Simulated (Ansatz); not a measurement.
`Cl[C]1=[CH][AlH]1` + `BS` → `BS[C]1=[CH][AlH]1` + HCl at 298.15 K and 1 bar (substitution at a C–Cl bond).

Computed with Ansatz on PBE0-D4/def2-TZVP structures; ΔE is electronic, products minus reactants. CCSD(T)/CBS is the MP2 limit (def2-TZVPP, def2-QZVPP) plus CCSD(T) − MP2 in def2-TZVPP, frozen cores. This one scheme is used for every species. Each species was taken in one conformer, which may not be the lowest.

```json
{"species": "`Cl[C]1=[CH][AlH]1`", "CCSD(T)/CBS energy (Eh)": "-779.01931", "H − E (kJ/mol)": "88.0", "S (J/(mol·K))": "296.4"}
{"species": "`BS`", "CCSD(T)/CBS energy (Eh)": "-424.38198", "H − E (kJ/mol)": "90.6", "S (J/(mol·K))": "245.0"}
{"species": "`BS[C]1=[CH][AlH]1`", "CCSD(T)/CBS energy (Eh)": "-743.03000", "H − E (kJ/mol)": "151.2", "S (J/(mol·K))": "335.7"}
{"species": "HCl", "CCSD(T)/CBS energy (Eh)": "-460.38127", "H − E (kJ/mol)": "26.6", "S (J/(mol·K))": "186.8"}
```

H − E and S are ideal-gas, rigid-rotor, harmonic terms from PBE0-D4/def2-TZVP, for one conformer and one mirror image of each species. 1 Eh = 2625.50 kJ/mol, R = 8.31446 J/(mol·K).

By hand: ΔE, ΔH, ΔS and ΔG.

ΔE = (-743.03000) + (-460.38127) − (-779.01931) − (-424.38198) = -0.00998 Eh = -26.2 kJ/mol. Δ(H − E) = 151.2 + 26.6 − 88.0 − 90.6 = -0.8, so ΔH = -27.0 kJ/mol. ΔS = 335.7 + 186.8 − 296.4 − 245.0 = -18.9 J/(mol·K). ΔG = -27.0 − 298.15 × (-18.9)/1000 = -21.4 kJ/mol.

By hand: the equilibrium constant, and the temperature at which ΔG would vanish if ΔH and ΔS stayed fixed.

log₁₀ K = −ΔG/(RT ln 10) = 3.7. ΔG = 0 at ΔH/ΔS = 1429 K, though so small a ΔS makes that figure unsure.

ΔH outweighs TΔS. A doubt of 5 kJ/mol in ΔE shifts log₁₀ K by 0.9 here. Other conformers and mirror images would add mixing entropy, several J/(mol·K) or more a flexible species. These are equilibria of isolated gas molecules and say nothing of rates. Largest T1 diagnostic: 0.016 (customary marks: 0.02 for closed shells, 0.045 for open ones).
